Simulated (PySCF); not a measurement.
Gas-phase reaction: 2 Ag3Cl3 ⇌ 6 Ag + 3 Cl2

Computed with PySCF and rigid-rotor harmonic-oscillator thermochemistry at 1 bar. † marks an energy on the PBE0/def2-TZVP geometry and frequencies; other levels use their own. MP2 freezes the core. Open shells (unrestricted): Ag (multiplicity 2); the rest are closed-shell singlets. B3LYP is the form with VWN-RPA correlation. Ag: scalar-relativistic def2 core potential, no spin-orbit coupling. MP2 isn't extrapolated to the basis-set limit; its ΔH°(298 K) is 2203.1 kJ in def2-SVP and 2038.6 kJ in def2-TZVPP. The harmonic model lacks anharmonicity and excited electronic states, which grow with temperature; levels with a mode under 35 cm⁻¹ are left out. Soft modes under 120 cm⁻¹ make the harmonic entropy rough for Ag3Cl3.

| level | ΔE electronic, kJ | ΔH°(298 K), kJ | ΔS°(298 K), J/K | ΔG°(2000 K), kJ |
|---|---|---|---|---|
| B3LYP/def2-TZVP† | 1748 | 1740 | 804 | 193 |
| HF/def2-TZVP† | 1550 | 1541 | 804 | -5 |
| MP2/def2-TZVPP† | 2047 | 2039 | 804 | 492 |
| PBE/def2-SVP | 1979 | 1969 | 807 | 415 |
| PBE/def2-TZVP† | 1850 | 1841 | 804 | 294 |
| PBE0/def2-SVP† | 2006 | 1997 | 804 | 450 |
| r2SCAN/def2-TZVP† | 2050 | 2041 | 804 | 494 |
| LDA/def2-TZVP† | 2213 | 2205 | 804 | 658 |
ΔH° is lowest at HF/def2-TZVP† and highest at LDA/def2-TZVP†. No reference value is set beside these.
